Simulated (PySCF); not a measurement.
# How methods differ on the ionisation energy of P⁺

P⁺ [Ne] 3s2 3p2 (3P) → P²⁺ [Ne] 3s2 3p1 (2P), as a difference of total energies. All numbers are calculated (PySCF 2.14, no relativity, point nucleus, in def2-TZVPPD (6s5p4d1f, 48 functions)). Correlated levels: valence: [Ne] frozen; valence and next inner shell: 1s2 frozen. The calculations carry no spin-orbit coupling.

```
                                method  ionisation energy (eV)  plus first-order spin-orbit estimate  difference from reference of that sum (eV)
                                   UHF                  19.162                                19.155                                      -0.614
                                   LDA                  19.824                                19.817                                      +0.048
                                   PBE                  19.789                                19.782                                      +0.013
                                  PBE0                  19.822                                19.815                                      +0.046
                                r2SCAN                  19.950                                19.943                                      +0.174
                                 TPSSh                  19.843                                19.836                                      +0.067
                               r2SCAN0                  19.925                                19.918                                      +0.149
                                 B97-3                  19.645                                19.639                                      -0.130
                                 B3LYP                  19.747                                19.740                                      -0.029
                         MP2 (valence)                  19.609                                19.602                                      -0.167
                     SCS-MP2 (valence)                  19.518                                19.512                                      -0.257
    MP2 (valence and next inner shell)                  19.618                                19.611                                      -0.158
SCS-MP2 (valence and next inner shell)                  19.524                                19.518                                      -0.251
```

Reference: 19.769 eV (semi-empirical (NIST evaluation); NIST Atomic Spectra Database, ionization energies).

A first-order spin-orbit estimate (lowest level to lowest level, LS coupling) adds -0.007 eV.

Errors of the correlated levels include the incompleteness of this basis and the frozen core.
